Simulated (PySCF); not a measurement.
Job file and geometry (Å, from PBE0-D3(BJ)/def2-SVP) of an NMR shielding run on `C=CO[SiH2]N1CCC[C@H]1C`, C7H15NOSi, GIAO PBE0/pcSseg-1 NMR shielding, non-relativistic, gas phase in PySCF; density fitting, a coarse starting grid and PySCF grid level 2 are the driver's defaults:

```
$ OMP_NUM_THREADS=1 python probes_run.py task.json out

{"job": {"kind": "nmr", "xc": "PBE0", "basis": "pcSseg-1"}, "charge": 0, "multiplicity": 1}
C      4.289495     0.636423     0.370451
C      3.209420     1.206677     0.914530
O      1.922952     0.907349     0.668589
Si     1.312027    -0.177059    -0.482491
N     -0.396350    -0.081326    -0.475677
C     -1.084444     1.126241    -0.929858
C     -2.213341     1.305956     0.077285
C     -2.605401    -0.135945     0.363734
C     -1.265574    -0.880517     0.405523
C     -1.370970    -2.333883    -0.024786
H      5.282612     0.980559     0.662298
H      4.227443    -0.170588    -0.364788
H      3.307810     2.011451     1.652874
H      1.734863    -1.557372    -0.115905
H      1.863876     0.239944    -1.802928
H     -0.407511     1.995518    -0.958714
H     -1.494796     0.997612    -1.950482
H     -1.824894     1.785909     0.990253
H     -3.040729     1.920867    -0.306408
H     -3.182041    -0.268026     1.290805
H     -3.217195    -0.529511    -0.466261
H     -0.881015    -0.849541     1.444137
H     -0.397040    -2.842556     0.031288
H     -1.729874    -2.398057    -1.063832
H     -2.072608    -2.882344     0.623557
```

Question: Write the output of this run.

Answer: 
```
coarse grid: 20680 points
cycle   1  E = -694.4378333023  dE =  1.169e+00  |g| = 7.147e-01  |ddm| = 4.394e+00
cycle   2  E = -694.3437519408  dE =  9.408e-02  |g| = 1.012e+00  |ddm| = 1.427e+00
cycle   3  E = -694.5400691446  dE = -1.963e-01  |g| = 1.426e-01  |ddm| = 9.516e-01
cycle   4  E = -694.5436475255  dE = -3.578e-03  |g| = 5.627e-02  |ddm| = 1.434e-01
cycle   5  E = -694.5443493534  dE = -7.018e-04  |g| = 1.851e-02  |ddm| = 5.478e-02
cycle   6  E = -694.5444289934  dE = -7.964e-05  |g| = 4.586e-03  |ddm| = 1.727e-02
cycle   7  E = -694.5444336682  dE = -4.675e-06  |g| = 8.309e-04  |ddm| = 4.196e-03
final grid: 193168 points
cycle   8  E = -694.6124969579  dE = -4.196e-05  |g| = 1.154e-02  |ddm| = 3.332e-02
cycle   9  E = -694.6124662749  dE =  3.068e-05  |g| = 1.688e-02  |ddm| = 2.085e-02
cycle  10  E = -694.6125255709  dE = -5.930e-05  |g| = 2.309e-03  |ddm| = 1.344e-02
cycle  11  E = -694.6125267497  dE = -1.179e-06  |g| = 3.217e-04  |ddm| = 2.098e-03
cycle  12  E = -694.6125267687  dE = -1.905e-08  |g| = 1.407e-04  |ddm| = 3.667e-04
cycle  13  E = -694.6125267732  dE = -4.492e-09  |g| = 3.872e-05  |ddm| = 1.283e-04
cycle  14  E = -694.6125267735  dE = -3.301e-10  |g| = 1.129e-05  |ddm| = 4.386e-05
converged SCF energy = -694.6125267735

GIAO shielding tensors (ppm)
atom      isotropic    diamagn.    paramagn.     s11        s22        s33       span
  0 C       90.126     258.601    -168.475     -4.457    118.085    156.750    161.207
  1 C       27.380     242.349    -214.968    -83.500     61.334    104.308    187.807
  2 O      198.236     405.793    -207.557    131.931    198.417    264.359    132.428
  3 Si     388.833     885.074    -496.242    356.525    397.037    412.937     56.411
  4 N      199.672     329.958    -130.286    152.558    195.010    251.449     98.891
  5 C      133.671     243.298    -109.627    102.348    134.065    164.600     62.252
  6 C      153.595     250.741     -97.146    132.109    161.292    167.385     35.277
  7 C      145.192     252.724    -107.532    120.061    149.036    166.480     46.419
  8 C      127.835     240.723    -112.888     96.035    129.125    158.344     62.310
  9 C      159.291     246.138     -86.847    144.368    150.360    183.144     38.776
 10 H       27.122      25.611       1.511     25.446     25.731     30.189      4.742
 11 H       27.030      32.800      -5.771     24.503     24.877     31.709      7.207
 12 H       24.826      27.676      -2.850     21.074     25.959     27.446      6.372
 13 H       26.226      33.652      -7.426     21.704     26.800     30.172      8.468
 14 H       26.275      32.795      -6.520     22.445     25.434     30.947      8.502
 15 H       28.033      31.242      -3.209     22.781     27.965     33.354     10.572
 16 H       28.151      30.634      -2.483     22.936     25.968     35.549     12.613
 17 H       29.593      31.691      -2.098     25.351     27.341     36.086     10.736
 18 H       29.648      29.269       0.379     25.051     26.523     37.371     12.320
 19 H       29.357      30.439      -1.082     25.297     27.028     35.747     10.450
 20 H       30.068      31.763      -1.695     25.333     29.232     35.640     10.307
 21 H       27.848      32.866      -5.018     23.581     27.048     32.915      9.333
 22 H       29.705      30.869      -1.165     24.614     28.872     35.628     11.014
 23 H       30.457      30.360       0.097     27.109     28.599     35.662      8.554
 24 H       30.137      28.555       1.583     25.350     27.734     37.328     11.978
```

Question: Turn these shieldings into chemical shifts. References, each an isolated molecule treated in the same way: TMS for ¹³C (184.41 ppm), ²⁹Si (351.99 ppm), ¹H (31.27 ppm); H2O for ¹⁷O (334.56 ppm); ¹⁵N (265.67 ppm) vs NH3.

Answer: Averaging equivalent atoms: C 1: 157.0; C 0: 94.3; C 8: 56.6; C 5: 50.7; C 7: 39.2; C 6: 30.8; C 9: 25.1; O 2: 136.3; Si 3: -36.8; N 4: 66.0; H 12: 6.44; H 13: 5.04; H 14: 4.99; H 11: 4.24; H 10: 4.15; H 21: 3.42; H 15: 3.23; H 16: 3.12; H 19: 1.91; H 17: 1.67; H 18: 1.62; H 20: 1.20; H 22/23/24: 1.17 ppm. Experimental scales use liquid or dissolved standards, which lie at an offset from isolated NH3 (liquid NH3: subtract about 20 ppm) and H2O (liquid H2O: subtract about 36 ppm).

Size and cost of the density-fitted run: 252 basis functions, 72 s wall time on 1 thread of an Arm Neoverse V1, shared host; peak memory 1.4 GiB.
